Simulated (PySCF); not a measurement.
# One molecule, several mistakes: B2H7NSi

These are calculations, not measurements. They come from PySCF 2.14.0, an open-source quantum chemistry program, on an isolated molecule that a program drew, which may never have been made. The molecule is B2H7NSi (charge 0, singlet), drawn as the SMILES string `BN[SiH2]B`.

Each row is a Hartree-Fock (HF) and frozen-core CCSD(T) single point in the cc-pV(D+d)Z basis, meant for a local HF minimum. Run 1 is clean. Each other run has one planted mistake out of seven kinds, and not every kind appears here: one electron removed, one electron added, multiplicity raised by two, geometry at a saddle point, minimal basis STO-3G, one bond length entered in bohr, all coordinates scaled. The reference is restricted for singlets and unrestricted otherwise, and also for a bond in bohr. Adding or removing an electron swaps singlet and doublet. Electrons count all cores. HOMO and LUMO are orbital energies over both spins, the gradient is its largest component, and the lowest frequency (negative if imaginary) is given only where the gradient is small. Bond lengths are over the 10 bonds as drawn. T1 is the CCSD diagnostic: over 0.02 (restricted) or 0.045 (unrestricted) a single reference is doubtful.

Geometry of the clean run:
```xyz
11
B2H7NSi, angstrom
B    -2.1110    0.0300   -2.2155
N    -1.5089   -0.0031   -0.9477
Si    0.2001   -0.0853   -0.5528
B     0.5867   -1.3864    0.9633
H    -3.3085    0.1011   -2.3068
H    -1.4267   -0.0179   -3.2025
H    -2.1392    0.0390   -0.1670
H     0.6975    1.2431   -0.0975
H     0.9190   -0.4442   -1.7943
H     1.7059   -1.7744    1.1595
H    -0.2650   -1.7670    1.7203
```

```
run,electrons,basis functions,<S^2>,HOMO (eV),LUMO (eV),gradient (hartree/bohr),lowest frequency (cm^-1),mean bond (Å),longest bond (Å),T1,HF (hartree),CCSD(T) (hartree),mistake
1,38,100,0.000,-10.77,1.28,1.2e-05,52,1.3975,2.035,0.0134,-396.85344,-397.36319,no fault
2,38,100,0.846,-8.53,0.79,9.5e-03,-,1.5300,2.815,0.0381,-396.74817,-397.24846,one bond length entered in bohr
3,39,100,0.760,-0.71,7.29,4.5e-02,-,1.3975,2.035,0.0150,-396.84078,-397.37349,one electron added
4,38,31,0.000,-8.73,6.05,4.0e-02,-,1.3975,2.035,0.0174,-392.19502,-392.41615,?
```

**Which mistake was planted in run 4, and what did it cost?**

It has 31 basis functions where the clean run has 100, with the same electrons and geometry. So the mistake is: minimal basis STO-3G. Subtracting run 1 and multiplying by 627.51 kcal/mol a hartree, the energy moved by 2923.2 kcal/mol in HF and 3104.3 kcal/mol in CCSD(T).

